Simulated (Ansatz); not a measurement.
Consider the formal loss of a carbene: `CS[S][GeH3]` → `[CH2]` (triplet) + `S[S][GeH3]`.

Computed with Ansatz on PBE0-D4/def2-TZVP structures; ΔE is electronic, products minus reactants. CBS: MP2 limit from def2 TZ/QZ plus the TZ coupled-cluster correction, frozen cores. This one scheme is used for every species. Functionals use def2-TZVPP. Triplets are unrestricted, without spin–orbit coupling. For Ge outer-core shells are correlated without core-valence functions, which leaves a few kJ/mol of doubt a bond. Scalar relativity is left out up to krypton. Each species was taken in one conformer, which may not be the lowest.

| level | ΔE (eV) | difference from CCSD(T)/CBS |
| --- | --- | --- |
| LDA (SPW92) | 5.32 | 0.75 |
| r2SCAN0-D4 | 4.30 | -0.27 |
| BHLYP-D4 | 4.36 | -0.21 |
| B2PLYP | 4.46 | -0.11 |
| PBE | 4.58 | 0.01 |
| BLYP | 4.35 | -0.22 |
| PBE0 | 4.48 | -0.09 |
| CAM-B3LYP | 4.45 | -0.12 |
| LC-ωPBE | 4.42 | -0.15 |
| RPA@PBE/def2-TZVPP | 4.34 | -0.23 |
| HF/def2-SVP | 2.98 | -1.59 |
| MP2/def2-SVP | 4.41 | -0.16 |
| CCSD/def2-SVP | 4.19 | -0.38 |
| CCSD/def2-TZVPP | 4.29 | -0.28 |
| CCSD(T)/def2-TZVPP | 4.43 | -0.14 |
| CCSD/CBS(def2) | 4.43 | -0.14 |
| CCSD(T)/CBS | 4.57 | 0 |

Largest T1 diagnostic among the species: 0.012.

The D4 term adds +0.13 eV with B3LYP and +0.07 eV with PBE0; it sums over pairs of atoms, weighted by their polarisabilities, and B3LYP, whose exchange is more repulsive, gets the larger term. In def2-TZVPP, CCSD(T) changes the Hartree–Fock value by +1.44 eV (the triples alone add +0.14 eV) and MP2 by +1.61 eV.

B3LYP here is the variant with VWN-RPA as its local correlation; programs differ in this.
